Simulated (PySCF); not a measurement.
An unknown is described by computed data only.

Formula: H4O2SeSi.

* Rotational structure: rotational constants A, B, C: 6.482, 1.922, 1.604 GHz [PBE0-D3(BJ)/def2-SVP]
* UV, first state: lowest singlet excitation: 5.50 eV (226 nm, f = 0.006) [TDDFT wB97X-D/def2-SVPD]
* XPS: Si2p3/2 108.2, O1s 538.8 (×2), Si1s 1848.3 eV [ΔSCF SCAN, pcX-2 on the ionised atom, pcseg-1 elsewhere, spin-free X2C, 2p3/2 from a spin–orbit splitting computed afterwards within the 2p shell]
* Valence photoelectron: vertical ionisation energy: 9.59 eV [ΔSCF wB97X-D/def2-SVPD]
* 1H NMR: chemical shifts (computed TMS as zero) by class: 5.51 (1 H), 1.86 (2 H), 0.76 (1 H) ppm [GIAO PBE0/pcSseg-1]
* Triplet: lowest triplet excitation (Tamm–Dancoff): 5.13 eV [TDA wB97X-D/def2-SVPD]
* Polarisability: 62.6 au [wB97X-D/def2-SVPD]
* NMR, other nuclei: isotropic shieldings of nuclei other than C and H, by class: 259 (2 O), 362 (1 Si), 2056 (1 Se) ppm [GIAO PBE0/pcSseg-1]
* Dipole: 0.92 D [wB97X-D/def2-SVPD]

Gas-phase values; electronic properties from PySCF, density fitting. Levels stand in brackets. Geometry: PBE0-D3(BJ)/def2-SVP, one conformer, isolated molecule. The calculation (core ionisation apart) is non-relativistic and has no spin–orbit coupling, an omission that weighs most on selenium. Each NMR value is the plain mean over a class of atoms that symmetry, rotation or inversion makes alike.

Question: Give a SMILES that accounts for the data.

Answer: Numbering: `[OH:1][SiH:2]([OH:3])[SeH:4]`. Hydrogen classes from least to most shielded: 1 H on an oxygen-bound silicon, Si2 (5.51 ppm), 2 H on 2 silanol oxygens, O1/O3 (1.86 ppm, a mean of values up to 0.8 ppm apart in this geometry), 1 H on a selenium bonded to Si and H, Se4 (0.76 ppm). The other shieldings belong to: 259 ppm, silanol oxygen [O1/O3]; 362 ppm, oxygen-bound silicon [Si2]; 2056 ppm, selenium bonded to Si and H [Se4]. The core levels belong to: Si2p3/2 108.2 eV, oxygen-bound silicon [Si2]; O1s 538.8 eV, silanol oxygen [O1/O3]; Si1s 1848.3 eV, oxygen-bound silicon [Si2]. One atom of each topological class was ionised and stands for its class. No core level of Se was computed. The first electron is taken from the HOMO, whose largest Löwdin shares are 0.80 on the selenium bonded to Si and H, 0.08 on the oxygen-bound silicon and 0.06 on the hydrogen on selenium. By its constants the optimised geometry is an asymmetric top. Structure: `O[SiH](O)[SeH]`. The assignments are read from this structure; whether some other isomer fits the data as well wasn't checked. NMR values of atoms bound to Se lack the spin–orbit term that these neighbours bring.

The values belong to the conformer `[OH:1][SiH:2]([OH:3])[SeH:4]`: H–O1–Si2–O3 -64°, H–O3–Si2–O1 171°, H–Se4–Si2–O1 79°.
